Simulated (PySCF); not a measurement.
## Correlation energy of Pt (platinum, neutral)

[Xe] 4f14 5d8 6s1 6p1, one real determinant (an excited configuration). All numbers are calculated (PySCF 2.14, scalar relativity through the core potential, in aug-cc-pVTZ-PP with ECP60MDF). Frozen: 5s2 5p6; 10 electrons correlated.

MP2 pair energies summed by pair of shells (mhartree):

```json
{"pair": "5d-5d", "energy": "-202.58", "share (%)": "78.1"}
{"pair": "5d-6s", "energy": "-37.12", "share (%)": "14.3"}
{"pair": "5d-6p", "energy": "-17.60", "share (%)": "6.8"}
{"pair": "6s-6p", "energy": "-2.05", "share (%)": "0.8"}
```

Total MP2 correlation energy: -259.34 mhartree.

Same-spin part -101.87 and opposite-spin part -157.47 mhartree; SCS-MP2 scales them by 1/3 and 6/5 to -222.92 mhartree.

The reference is one real determinant that mixes LS terms of this configuration.
